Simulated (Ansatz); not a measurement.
C3H9In (trimethylindium (TMIn)): methods side by side

C3H9In has 13 atoms, charge 0, and is taken as a singlet. SMILES: `[CH3][In]([CH3])[CH3]`. The coordinates come from a PBE0-D4/def2-TZVP relaxation.

Quantity: the vertical ionisation energy (to the doublet cation), in eV. The values are calculated.

| level | kind | program | value (eV) | less CCSD(T)/def2-SVP |
| --- | --- | --- | --- | --- |
| BLYP/def2-SVP (core potential) | GGA | Ansatz | 8.49 | -0.44 |
| revPBE/def2-SVP (core potential) | GGA | Ansatz | 8.60 | -0.33 |
| r2SCAN/def2-SVP (core potential) | meta-GGA | Ansatz | 8.73 | -0.20 |
| B3LYP/def2-SVP (core potential) | global hybrid | Ansatz | 8.85 | -0.08 |
| BHLYP/def2-SVP (core potential) | global hybrid | Ansatz | 8.91 | -0.02 |
| PBE0/def2-SVP (core potential) | global hybrid | Ansatz | 8.90 | -0.03 |
| CAM-B3LYP/def2-SVP (core potential) | range-separated hybrid | Ansatz | 9.04 | +0.11 |
| CCSD(T)/def2-SVP (core potential) | coupled cluster or CI | Ansatz | 8.93 | 0.00 |

Differences are taken from CCSD(T)/def2-SVP (core potential) for orientation; it has basis-set and higher-order errors of its own. Spin-orbit coupling, which can split open shells on such heavy atoms by tenths of an eV, is left out. The values span 8.49 to 9.04 eV. Spin contamination of the reference (⟨S²⟩ at least 0.1 too high) touches CCSD(T)/def2-SVP. In the correlated wave-function rows the outer d shell of In is correlated, in sets not made for it.
